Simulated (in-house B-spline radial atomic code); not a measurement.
Levels of two electrons outside the bare core along the 2-electron series, above the ground level 1s2 J0; labels give the leading configuration and J, and a prime marks the next level of the same label. Computed with a B-spline radial code for spherical atoms: configuration interaction with many-body perturbation theory for the core, Breit and QED.

| ion | Z | first ionisation energy (eV) | excitation of 1s2s J1 (eV) | core correlation Breit and QED part of 1s2s J1 (eV) | excitation of 1s2p J0 (eV) | core correlation Breit and QED part of 1s2p J0 (eV) | excitation of 1s2p J1 (eV) | core correlation Breit and QED part of 1s2p J1 (eV) | excitation of 1s2p J1' (eV) | core correlation Breit and QED part of 1s2p J1' (eV) |
| --- | --- | --- | --- | --- | --- | --- | --- | --- | --- | --- |
| Ar16+ | 18 | 4120.2 | 3103.66 | -3.0475 | 3122.44 | -2.4661 | 3123.06 | -2.9747 | 3139.1 | -3.2215 |
| K17+ | 19 | 4610.2 | 3471.68 | -3.6139 | 3491.66 | -2.9307 | 3492.43 | -3.5398 | 3509.91 | -3.8149 |
| Ca18+ | 20 | 5128.3 | 3860.65 | -4.2479 | 3881.86 | -3.4517 | 3882.78 | -4.1757 | 3901.82 | -4.4769 |
| Sc19+ | 21 | 5674.2 | 4270.45 | -4.9534 | 4292.9 | -4.0326 | 4293.99 | -4.887 | 4314.77 | -5.2112 |
| Ti20+ | 22 | 6248.4 | 4701.36 | -5.7346 | 4725.08 | -4.6768 | 4726.34 | -5.6787 | 4749.03 | -6.0214 |
| V21+ | 23 | 6850.6 | 5153.21 | -6.5954 | 5178.22 | -5.3877 | 5179.65 | -6.5556 | 5204.48 | -6.911 |
| Cr22+ | 24 | 7481.1 | 5626.15 | -7.5399 | 5652.48 | -6.1689 | 5654.09 | -7.5224 | 5681.3 | -7.884 |
| Mn23+ | 25 | ? | ? | ? | ? | ? | ? | ? | ? | ? |
| Fe24+ | 26 | 8827.3 | 6635.76 | -9.6966 | 6664.78 | -7.9561 | 6666.74 | -9.7453 | 6699.58 | -10.095 |
| Co25+ | 27 | 9543.3 | 7172.59 | -10.917 | 7203.01 | -8.9692 | 7205.12 | -11.011 | 7241.28 | -11.341 |
| Ni26+ | 28 | 10288.0 | 7730.74 | -12.238 | 7762.58 | -10.067 | 7764.82 | -12.385 | 7804.7 | -12.687 |
| Cu27+ | 29 | ? | ? | ? | ? | ? | ? | ? | ? | ? |
| Zn28+ | 30 | 11863.9 | 8911.65 | -15.198 | 8946.42 | -12.529 | 8948.89 | -15.478 | 8997.51 | -15.694 |
| Ga29+ | 31 | 12695.4 | 9534.53 | -16.845 | 9570.82 | -13.901 | 9573.36 | -17.207 | 9627.1 | -17.364 |
| Ge30+ | 32 | 13556.3 | 10179.3 | -18.61 | 10217.1 | -15.372 | 10219.7 | -19.062 | 10279.1 | -19.152 |
| As31+ | 33 | ? | ? | ? | ? | ? | ? | ? | ? | ? |
| Se32+ | 34 | 15366.2 | 11534.4 | -22.509 | 11575.4 | -18.624 | 11578 | -23.172 | 11650.5 | -23.097 |
| Br33+ | 35 | 16315.6 | 12245 | -24.652 | 12287.7 | -20.413 | 12290.2 | -25.436 | 12370.3 | -25.264 |

Fill in the row of Mn23+.

first ionisation energy (eV): 8140.0; excitation of 1s2s J1 (eV): 6120.37; core correlation Breit and QED part of 1s2s J1 (eV): -8.5722; excitation of 1s2p J0 (eV): 6148.03; core correlation Breit and QED part of 1s2p J0 (eV): -7.0239; excitation of 1s2p J1 (eV): 6149.82; core correlation Breit and QED part of 1s2p J1 (eV): -8.5841; excitation of 1s2p J1' (eV): 6179.68; core correlation Breit and QED part of 1s2p J1' (eV): -8.944.

Fill in the row of Cu27+.

first ionisation energy (eV): 11061.4; excitation of 1s2s J1 (eV): 8310.35; core correlation Breit and QED part of 1s2s J1 (eV): -13.663; excitation of 1s2p J0 (eV): 8343.64; core correlation Breit and QED part of 1s2p J0 (eV): -11.252; excitation of 1s2p J1 (eV): 8346.01; core correlation Breit and QED part of 1s2p J1 (eV): -13.873; excitation of 1s2p J1' (eV): 8390.03; core correlation Breit and QED part of 1s2p J1' (eV): -14.137.

Fill in the row of As31+.

first ionisation energy (eV): 14446.5; excitation of 1s2s J1 (eV): 10845.9; core correlation Breit and QED part of 1s2s J1 (eV): -20.496; excitation of 1s2p J0 (eV): 10885.3; core correlation Breit and QED part of 1s2p J0 (eV): -16.945; excitation of 1s2p J1 (eV): 10887.9; core correlation Breit and QED part of 1s2p J1 (eV): -21.049; excitation of 1s2p J1' (eV): 10953.5; core correlation Breit and QED part of 1s2p J1' (eV): -21.061.
